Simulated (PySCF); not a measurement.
## Nuclear quadrupole coupling in `Cl[C@@H]1C[C@@H]1Br`

Species: C3H4BrCl.
Numbering: `[Cl:1][C@@H:2]1[CH2:3][C@@H:4]1[Br:5]` (hydrogens: H6 on C2; H7, H8 on C3; H9 on C4)

Cartesian coordinates in Å at the PBE0-D3(BJ)/def2-SVP level; atoms count from 1:
```xyz
9
C3H4BrCl angstrom
Cl    -0.2745    2.1081   -1.0357
C     -0.7386    0.7257   -0.0715
C      0.2143    0.1608    0.9358
C     -0.1219   -0.6215   -0.2954
Br     1.1819   -0.8998   -1.6500
H     -1.8071    0.7417    0.1588
H      1.2060    0.6195    0.9668
H     -0.1701   -0.1810    1.9012
H     -0.7831   -1.4870   -0.2101
```

Field gradients from the PBE0/pcSseg-1 density (PySCF, non-relativistic), principal values in atomic units, ordered |Vxx| ≤ |Vyy| ≤ |Vzz|:

```json
{"atom": "Cl1", "Vxx": "-2.0509", "Vyy": "-2.0924", "Vzz": "4.1433"}
{"atom": "Br5", "Vxx": "-4.0992", "Vyy": "-4.1256", "Vzz": "8.2248"}
```

Q: Find the asymmetry η = (Vxx − Vyy)/Vzz and the couplings χ = eQV/h (234.96 MHz × Q in barn × V in au), with Q(35Cl) = −0.0817 b, Q(79Br) = 0.313 b.

A: 
| atom | environment | nucleus | η | χzz (MHz) | χxx (MHz) | χyy (MHz) |
| --- | --- | --- | --- | --- | --- | --- |
| Cl1 | alkyl chlorine | 35Cl | 0.01 | -79.54 | 39.37 | 40.17 |
| Br5 | alkyl bromine | 79Br | 0.00 | 604.9 | -301.5 | -303.4 |

The gradient is axial or nearly so (η below 0.05) at Cl1 and Br5. 

Q: What is Vzz at Br5 in SI units (1 au = 9.71736 × 10²¹ V/m²)?

A: 8.2248 au = 79.923 × 10²¹ V/m².

Q: What couplings would deuterons (Q(2H) = 0.00286 b) have in place of the hydrogens, at this geometry?

A: 
| atom | bonded to | bond length (Å) | Vzz (au) | η | χzz (kHz) |
| --- | --- | --- | --- | --- | --- |
| H6 | C2 | 1.093 | 0.2972 | 0.12 | 200 |
| H7 | C3 | 1.093 | 0.3005 | 0.07 | 202 |
| H8 | C3 | 1.094 | 0.3029 | 0.06 | 204 |
| H9 | C4 | 1.092 | 0.2992 | 0.11 | 201 |

Geometry: PBE0-D3(BJ)/def2-SVP; no solvent, vibrations or thermal averaging. The calculation is non-relativistic, for bromine too. The basis is small and wasn't made for field gradients, so the couplings can be 20 % off.
